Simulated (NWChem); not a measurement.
# Polarisability of H₃O (+1)

```
O
H 1 0.9860
H 1 0.9860 2 112.06
H 1 0.9860 2 112.06 3 -126.98
```
Charge +1, spin multiplicity 1.

All runs are NWChem calculations. All single points use one geometry, from B3LYP/def2-SVP, a minimum by its harmonic frequencies.

Basis set: aug-cc-pVDZ. Static limit.

The correlated methods keep 1 core orbital frozen. B3LYP has NWChem's definition, with VWN1-RPA local correlation. The structure started from a generated list of species. Coupled-cluster values serve here as a point of comparison, not as the truth.

Problem. Order these methods by the isotropic polarisability they give, lowest first: HF, BHandHLYP, CCSD linear response, PBE.

Solution. HF (6.24 bohr³), BHandHLYP (6.44 bohr³), CCSD linear response (6.66 bohr³), PBE (6.77 bohr³)
